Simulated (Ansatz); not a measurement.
`O[SiH](F)[Si](O)(O)O` + `[OH][AlH2]` → `O[Si](O)(O)[O][AlH2]` + `O[SiH2]F`  (cleavage of the Si–Si bond)

Calculated with Ansatz (gas phase, PBE0-D4/def2-TZVP geometries, no zero-point term in ΔE). CCSD(T)/CBS is the MP2 limit (def2-TZVPP, def2-QZVPP) plus CCSD(T) − MP2 in def2-TZVPP, frozen cores. This one scheme is used for every species. Each species was taken in one conformer, which may not be the lowest.

```tsv
species	CCSD(T)/CBS(def2) energy (Eh)
`O[SiH](F)[Si](O)(O)O`	-981.94318
`[OH][AlH2]`	-319.03157
`O[Si](O)(O)[O][AlH2]`	-835.07449
`O[SiH2]F`	-465.96250
```

**Question.** Work out ΔE.

**Answer.** ΔE = (-835.07449) + (-465.96250) − (-981.94318) − (-319.03157) = -0.06224 Eh = -1.69 eV.

Largest T1 diagnostic among the species: 0.012.

In def2-TZVPP, CCSD(T) changes the Hartree–Fock value by +0.31 eV (the triples alone add +0.05 eV) and MP2 by +0.27 eV. From PBE to PBE0 (25 % exact exchange), in def2-TZVPP and without D4, ΔE moves by −0.17 eV.
